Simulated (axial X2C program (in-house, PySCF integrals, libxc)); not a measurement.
# Low determinants of CsC⁻ at the PBE0 level, scalar-relativistic

Computed with an in-house all-electron X2C program for linear molecules (integrals from PySCF). Spin-free means the one-electron spin-free X2C Hamiltonian. Basis: Cs dyall-acv3z [16s16p10d4f1g], C dyall-av3z [8s7p3d2f] (cores contracted in-house); Gaussian nuclei, density fitting, unrestricted open shells. Masses: Cs 132.905 u, C 12.000 u.

Search at 2.852 Å (vertical energies from the lowest determinant):

```
ΔE (eV)           state  electrons beyond evenly filled partner blocks  electrons in σ, π, δ, φ
   0.00  M_S = 1, Λ = 0                                       π+α, π-α                28 26 8 0
   0.01  M_S = 2, Λ = 0                               2 × σα, π+α, π-α                28 26 8 0
   0.41  M_S = 2, Λ = 1                               σα, 2 × π+α, π-α                27 27 8 0
   0.41  M_S = 1, Λ = 1                              σα, π+α, π+β, π-α                27 27 8 0
   0.69  M_S = 0, Λ = 0                               2 × σβ, π+α, π-α                28 26 8 0
   1.07  M_S = 0, Λ = 1                              σβ, π+α, π+β, π-α                27 27 8 0
   1.16  M_S = 1, Λ = 2                              σα, π+α, π-α, δ+β                27 26 9 0
```

Lowest determinant, M_S = 1, Λ = 0 (beyond evenly filled blocks: π+α, π-α): Re = 2.850 Å, ωe = 246.8 cm⁻¹.

The determinant in row 2 of the search, M_S = 2, Λ = 0 (beyond evenly filled blocks: 2 × σα, π+α, π-α), was followed along the bond at PBE0; measured from the minimum of the lowest determinant it gives:

Te = 0.014 eV (117 cm⁻¹), Re = 2.837 Å, ωe = 250.1 cm⁻¹.

Problem. Compare the bond of the determinant in row 2 with that of the lowest one.

Solution. At PBE0 its Re is 0.013 Å shorter and its force constant, which goes as ωe², is 1.03 times that of the lowest determinant. T0 ≈ Te + Δωe/2 = 117 + (2) = 119 cm⁻¹.

The search compares states at one distance, so a state with another bond length can lie lower; it is not exhaustive and yields mostly the lowest determinant of each block pattern, so other components and higher states of one pattern are missing. These are energies of single determinants, not of spin-adapted states; PBE0 term energies can be off by some tenths of an eV, and the functional has no current term. The lowest determinant need not be the ground state where others lie within half an eV. For an anion, determinants above electron detachment are held by the basis set. The highest occupied level of some functionals is positive through self-interaction error; at Hartree–Fock it is bound. Row 1 is spin-contaminated (⟨S²⟩ = 2.98 against 2.00), so its values are not those of a pure state. Row 1 has a positive highest level at its minimum. Row 2 has a positive highest level at its minimum.
